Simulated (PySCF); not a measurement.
B₂F₂H₅P.
InChI=1S/B2F2H5P/c3-2(4)1-5/h1H2,5H3

Torsions of this conformer, `[F:1][B:2]([F:3])[BH2-:4][PH3+:5]`: F1–B2–B4–P5 -179°.

The closed-shell ground state was solved at several levels (PySCF, density fitting, gas phase, non-relativistic). Isolated species at its PBE0-D3(BJ)/def2-SVP geometry (one conformer only).

| level | basis functions | total energy (Eh) | HOMO (eV) | LUMO (eV) | gap (eV) | dipole (D) |
| --- | --- | --- | --- | --- | --- | --- |
| CAM-B3LYP/def2-SVPD | 150 | -593.4907 | -9.67 | 0.56 | 10.23 | 5.05 |
| PBE0/pcSseg-1 | 117 | -593.4195 | -8.21 | 0.21 | 8.42 | 5.03 |

(1) What might HF/pcSseg-2 (257 basis functions) give for the same quantities?

(2) Over all these levels, which gives the widest orbital gap and which the narrowest?

(3) How far do the dipole and the HOMO energy spread over the levels?

Answers

(1) Total energy -592.1114 Eh, HOMO -11.53 eV, LUMO 2.26 eV, gap 13.79 eV, dipole 5.33 D.

(2) HF/pcSseg-2 (Hartree–Fock, all exact exchange) has the widest, 13.79 eV, and PBE0/pcSseg-1 (global hybrid, 25 % exact exchange) the narrowest, 8.42 eV. Functional and basis both differ between the two, so the spread mixes both effects. The HOMO need not be the same orbital at Hartree–Fock and at DFT levels.

(3) The dipole runs from 5.03 to 5.33 D (mean 5.14 D) and the HOMO from -11.53 to -8.21 eV.
